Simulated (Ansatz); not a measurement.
Molecule: SnCl (charge +1, singlet). SMILES: [Sn+][Cl]
Geometry: optimised at B3LYP-D3(BJ)/def2-TZVP (Ansatz, a quantum-chemistry and plane-wave program).

Quantity: vertical ionisation energy (to the doublet state of charge +2; each state is the SCF solution reached for its spin), in eV. Cores are frozen in the correlated levels unless marked. UHF or UKS for open shells. No spin-orbit coupling. Frozen are the shells of the preceding noble gas and the d and f shells that filled before the atom's block. Past Kr the def2 sets carry scalar-relativistic core potentials. CBS(X,Y): correlation extrapolated as X^-3; Hartree-Fock from the larger set.

| level | program | vertical ionisation energy (eV) |
|---|---|---|
| SVWN5/def2-TZVPD | Ansatz | 17.85 |

### Question
What does CCSD(T)/CBS(def2-TZVPPD,def2-QZVPPD) (Ansatz) give?

### Answer
17.47 eV
